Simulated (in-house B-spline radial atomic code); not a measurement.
Relativistic effects in V VII (V6+), [Ne] 3s2 3p5: non-relativistic Hartree-Fock (point nucleus) against Dirac-Hartree-Fock (Fermi nucleus of rms radius 3.6002 fm), both averages of the configuration, computed with an all-electron radial atomic-structure program (B-spline basis).

| orbital | ε NR (Eh) | ε Dirac (Eh) | <r> NR (bohr) | <r> Dirac (bohr) | change of <r> (%) |
| --- | --- | --- | --- | --- | --- |
| 1s1/2 | -205.59 | ? | 0.067 | ? | ? |
| 2s1/2 | -27.983 | ? | 0.3081 | ? | ? |
| 2p1/2 | -24.126 | -24.342 | 0.2737 | 0.2709 | -1.0 |
| 2p3/2 | -24.126 | -24.076 | 0.2737 | 0.2736 | -0.1 |
| 3s1/2 | -6.7336 | -6.7821 | 0.8947 | 0.8889 | -0.6 |
| 3p1/2 | -5.5642 | -5.5969 | 0.9227 | 0.917 | -0.6 |
| 3p3/2 | -5.5642 | -5.5582 | 0.9227 | 0.9225 | 0.0 |

**Question.** What happens to 2s1/2?

**Answer.** Its energy goes to -28.269 hartree and <r> to 0.3052 bohr (-0.94 %).

**Question.** What happens to 1s1/2?

**Answer.** Its energy goes to -207.04 hartree and <r> to 0.06639 bohr (-0.92 %).

**Question.** What explains the pattern of contraction and expansion?

**Answer.** The s and p1/2 orbitals contract directly, as their density near the nucleus moves at relativistic speed. Nothing expands appreciably in this ion.

**Question.** By how much does the total energy change?

**Answer.** By -5.4002 hartree, from -932.402 to -937.803.
